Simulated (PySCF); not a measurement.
Computed shifts of a molecule C₂H₉FSi₃, PBE/pcSseg-1 (PySCF), GIAO, gas phase, atoms alike by connectivity averaged where their shifts nearly agree, in ppm (number of nuclei): ¹⁹F: -255.2 (1). ²⁹Si: 52.1 (1), -39.3 (1), -60.5 (1). ¹³C: 32.7 (1), 7.9 (1). ¹H: 6.94 (1), 5.11 (1), 4.66 (1), 4.41 (3), 2.25 (1), 1.85 (1), 1.55 (1). References: ¹⁹F against CFCl3 (σ = 133.6 ppm); ²⁹Si against TMS (σ = 335.4 ppm); ¹³C against TMS (σ = 182.0 ppm); ¹H against TMS (σ = 31.49 ppm), references at their B3LYP-D3(BJ)/def2-TZVP geometries, non-relativistic. Geometry optimised at PBE0-D3(BJ)/def2-SVP. The values are those of a single conformer.

Task: Pick the molecule that these values belong to.
A. F/C(=C\[SiH3])[SiH2][SiH3]
B. C[Si@@]1(F)C[SiH2][SiH2]1
C. FC([SiH3])=C([SiH3])[SiH3]
D. F[Si@@H]1C[C@@H]([SiH3])[SiH2]1

Result: D, F[Si@@H]1C[C@@H]([SiH3])[SiH2]1
